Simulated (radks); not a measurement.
Neutral vanadium, configuration [Ar] 3d4 7s1 (not the ground configuration).

Method: Dirac Kohn-Sham, PBE, spin-unpolarised, spherical densities, finite nucleus; open shells fill j = l - 1/2 first; Fermi nuclear charge, rms radius 3.6002 fm; computed with a radial shooting solver on a logarithmic mesh with Libxc functionals.

Energy parts (eV):
total: -25817.728
kinetic: 26094.746
electron-nucleus: -61450.623
Hartree: 10767.958
exchange-correlation: -1229.808

Orbitals (lengths in bohr, moments of r in powers of bohr; <r^-3> diverges for s and p1/2; r(max) is where P^2 peaks):
| orbital | occ. | eigenvalue (eV) | <1/r> | <r^-3> | r(max) |
|---|---|---|---|---|---|
| 1s1/2 | 2 | -5365.524 | 22.84 | - | 0.04349 |
| 2s1/2 | 2 | -603.4866 | 4.814 | - | 0.2556 |
| 2p1/2 | 2 | -508.8325 | 4.750 | - | 0.2065 |
| 2p3/2 | 4 | -501.7275 | 4.684 | 304.9 | 0.2088 |
| 3s1/2 | 2 | -71.9200 | 1.476 | - | 0.8220 |
| 3p1/2 | 2 | -46.4669 | 1.345 | - | 0.8449 |
| 3p3/2 | 4 | -45.6562 | 1.331 | 35.02 | 0.8517 |
| 3d3/2 | 4 | -7.7876 | 0.9065 | 2.287 | 0.9192 |
| 3d5/2 | 0 | -7.7296 | 0.9026 | 2.253 | 0.9219 |
| 7s1/2 | 1 | -0.5088 | 0.04771 | - | 31.14 |

The highest occupied level is 7s1/2 at -0.509 eV. The configuration is held as typed, so some empty levels lie below it. Summed over all electrons, <r^2> = 917.3 bohr^2, which gives a Langevin (diamagnetic) susceptibility term of -726 x 10^-6 cm^3/mol.
